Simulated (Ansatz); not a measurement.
Breaking a bond: Mg2, singlet.

Computed with: RKS-PBE = restricted PBE/cc-pVTZ run with Ansatz (a first-principles code); UKS-PBE = unrestricted PBE/cc-pVTZ run with Ansatz; RKS-CAM-B3LYP = restricted CAM-B3LYP/cc-pVTZ (Ansatz); FCI = full CI/cc-pVTZ, frozen core (Ansatz).

Energies relative to the lowest point of each curve near equilibrium, in kcal/mol; the last columns give the error against full CI:

| R / Å | RKS-PBE | UKS-PBE | RKS-CAM-B3LYP | FCI | RKS-PBE − FCI | UKS-PBE − FCI | RKS-CAM-B3LYP − FCI |
|---|---|---|---|---|---|---|---|
| 2.74 | 7.7 | 7.7 | 11.0 | 9.8 | -2.1 | -2.1 | 1.2 |
| 2.88 | 4.3 | 4.3 | 7.2 | 6.1 | -1.8 | -1.8 | 1.1 |
| 3.07 | 1.6 | 1.6 | 4.0 | 3.0 | -1.4 | -1.4 | 1.0 |
| 3.28 | 0.3 | 0.3 | 2.0 | 1.3 | -0.9 | -0.9 | 0.8 |
| 3.40 | 0.1 | 0.1 | 1.3 | 0.7 | -0.6 | -0.6 | 0.6 |
| 3.52 | 0.0 | 0.0 | 0.9 | 0.4 | -0.4 | -0.4 | 0.5 |
| 3.60 | 0.0 | 0.0 | 0.6 | 0.2 | -0.2 | -0.2 | 0.4 |
| 3.74 | 0.2 | 0.2 | 0.4 | 0.1 | 0.2 | 0.2 | 0.3 |
| 3.86 | 0.4 | 0.4 | 0.2 | 0.0 | 0.4 | 0.4 | 0.2 |
| 3.99 | 0.7 | 0.7 | 0.1 | 0.0 | 0.7 | 0.7 | 0.1 |
| 4.17 | 1.1 | 1.1 | 0.0 | 0.0 | 1.1 | 1.1 | 0.0 |
| 4.50 | 1.8 | 1.8 | 0.0 | 0.2 | 1.6 | 1.6 | -0.2 |
| 4.84 | 2.3 | 2.3 | 0.0 | 0.4 | 1.9 | 1.9 | -0.3 |
| 5.38 | 2.8 | 2.8 | 0.1 | 0.6 | 2.2 | 2.2 | -0.5 |
| 5.88 | 3.0 | 3.0 | 0.1 | 0.7 | 2.2 | 2.2 | -0.6 |
| 6.44 | 3.1 | 3.1 | 0.1 | 0.8 | 2.3 | 2.3 | -0.7 |
| 7.13 | 3.2 | 3.2 | 0.1 | 0.9 | 2.3 | 2.3 | -0.8 |
| 7.95 | 3.2 | 3.2 | 0.1 | 0.9 | 2.3 | 2.3 | -0.9 |
| 8.76 | 3.2 | 3.2 | 0.1 | 1.0 | 2.3 | 2.3 | -0.9 |
| 9.78 | 3.2 | 3.2 | 0.1 | 1.0 | 2.3 | 2.3 | -0.9 |
| 10.72 | 3.3 | 3.3 | 0.1 | 1.0 | 2.3 | 2.3 | -0.9 |

RKS-PBE is furthest from FCI at 7.13 (2.3 kcal/mol, above); its mean absolute error over the points is 1.5 kcal/mol.

UKS-PBE is furthest from FCI at 7.13 (2.3 kcal/mol, above); its mean absolute error over the points is 1.5 kcal/mol.

RKS-CAM-B3LYP is furthest from FCI at 2.74 (1.2 kcal/mol, above); its mean absolute error over the points is 0.6 kcal/mol.
